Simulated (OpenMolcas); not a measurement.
Si I: from CASSCF to CASPT2

```json
{"Program": "OpenMolcas", "Basis": "ANO-RCC-VTZP [5s4p2d1f]", "Scalar Hamiltonian": "DKH2, point nucleus", "Active space": "4 electrons in 4 orbitals (3s 3p)", "State averaging": "2S+1 = 3 even, 3 roots; 2S+1 = 1 even, 6 roots; 2S+1 = 5 odd, 1 root; 2S+1 = 3 odd, 5 roots", "Spin-orbit coupling": "state interaction with AMFI integrals over the reference wave functions, term energies averaged over their components"}
```

Methods on the same reference wave functions:
A. CASSCF
B. SS-CASPT2, IPEA 0.25 Eh, imaginary shift 0.1 Eh (closed shells correlated: 2s 2p)

Energies in cm⁻¹ above 3s² 3p² ³P₀, the measured ground level; measured values from NIST Handbook of Basic Atomic Spectroscopic Data.

```csv
Level,A,B,Measured
3s² 3p² ³P₀,0.0,0.0,0.0
3s² 3p² ³P₁,66.8,67.0,77.1
3s² 3p² ³P₂,195,195,223
3s² 3p² ¹D₂,8848,5960,6299
3s² 3p² ¹S₀,15569,13830,15394
3s 3p³ ⁵S°₂,22835,29560,33326
```

Deviations, from unrounded energies. A percentage is the sum of absolute deviations over the sum of measured energies, with the sign that they share, or ± where signs differ.

```csv
Against measurement,Levels,A,B
mean absolute deviation (cm-1),5,2700,1100
fine structure of the ground term (%),2,-12.9,-12.8
other terms of the ground configuration (%),2,+12.6,-8.8
other configurations (%),1,-31.5,-11.3
```

B lies closest to measurement on these levels. The largest miss of B in the table is 3s 3p³ ⁵S°₂, by -3800 cm-1. The ranking rests on the paired levels alone, and a cruder setting can come out closer through cancelling errors.

From A to B the spin-free energies of the other terms of 3s² 3p² shown, above ³P, scale by factors of 0.67 to 0.89.

The lowest spin-free term lies below A's lowest term by 0.072 hartree in B.

Term energies are means over components that CASPT2 splits; among the terms shown or strongly mixed into the levels shown the widest spread is 22 cm-1 (3s² 3p² ¹D, B). Over all roots computed the reference weight is 0.86 to 0.98 in B; the roots of lowest weight are the least certain, and an intruder state may touch them. Terms of s pⁿ other than that of highest spin mix with s² pⁿ⁻² d, which this space lacks; all of them can be thousands of cm-1 off, and some have no real level of that name. Without dynamic correlation excited terms often stand tens of per cent too high (terms of higher spin than the ground term too low), and those without a measured partner can miss by more than the paired ones (holds for A). Computed and measured levels are paired by configuration, term and J; levels that our copy of the source lacks, or whose pairing is in doubt (as where it misses far off the trend of its configuration), stay unpaired and out of the deviations. Only configurations of the active space appear. Levels that lie high or do not pair safely by name in every column are left out.

° marks odd parity.
